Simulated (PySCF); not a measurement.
Computed IR spectrum (relative IR intensity) of a molecule C3H10FNSi. Coordinates come from a B3LYP-D3(BJ)/def2-SVP optimisation. The values are those of a single conformer. Method: PySCF with B3LYP-D3(BJ)/def2-SVP. Frequencies are harmonic and unscaled.

Lines under 2 % of the strongest are left out, and lines within 2 cm⁻¹ are merged.

ν (cm⁻¹): 285 (vw), 354 (w), 577 (m), 690 (w), 746 (w), 807 (w), 859 (w), 874 (w), 952 (vs), 980 (s), 1067 (w), 1074 (w), 1116 (vw), 1155 (w), 1184 (w), 1273 (w), 1303 (w), 1334 (w), 1426 (w), 1456 (w), 1474 (w), 1487 (vw), 2231 (s), 2248 (s), 2878 (m), 2899 (m), 2913 (s), 3052 (vw), 3064 (w), 3071 (w), 3115 (w), 3124 (w) (against the strongest line: vs over 80 %, s over 45 %, m over 15 %, w over 4 %, vw less)

**Question.** Which molecule gave these data?
A) CN(C)[Si@H](C)F
B) CNC[SiH2]CF
C) CN(C)C[SiH2]F
D) CC[Si@](C)(N)F

**Answer.** C, CN(C)C[SiH2]F
